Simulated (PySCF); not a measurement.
PySCF input for Be(Cl)(SMe) (CH3BeClS), SMILES C[S][Be][Cl], KT2/pcSseg-2. Coordinates come from a B3LYP-D3(BJ)/def2-SVP optimisation. Other conformers were not sampled.

```python
import numpy as np
from pyscf import gto, scf, dft
from pyscf.prop.nmr import rks as nmr

mol = gto.M(
    atom='''
    Be    0.26602434   -0.50730138    0.00000000
    Cl   -0.15425151   -2.27571701    0.00000000
    S     0.70943352    1.33305960   -0.00000000
    C    -0.97953072    2.09492186   -0.00000000
    H    -1.54395114    1.81771391    0.90018484
    H    -0.82767137    3.18248197    0.00000001
    H    -1.54395116    1.81771391   -0.90018483
    ''',
    basis='pcSseg-2',
    charge=0,
    spin=0,
    max_memory=1600,
    verbose=3,
)
mf = dft.RKS(mol, xc='kt2').density_fit(auxbasis='def2-universal-jkfit')
mf.grids.level = 3
mf.conv_tol = 1e-10
mf.max_cycle = 100
mf.kernel()
n = nmr.NMR(mf)
n.verbose = 2
n.max_cycle_cphf = 60
sigma = n.kernel()
print('atom   isotropic/ppm   span/ppm')
for i, s in enumerate(sigma):
    w = np.linalg.eigvalsh((s + s.T) / 2)
    print(f'{mol.atom_symbol(i):2s}{i + 1:3d} {w.mean():14.3f} {w[2] - w[0]:11.3f}')
```

Log of the run:

```
converged SCF energy = -920.758749535506
atom   isotropic/ppm   span/ppm
Be  1         87.382     107.605
Cl  2        920.793     325.561
S   3        678.798     180.565
C   4        171.547      28.838
H   5         28.795      13.386
H   6         29.213      13.450
H   7         28.795      13.386
```

Self-consistency was reached.
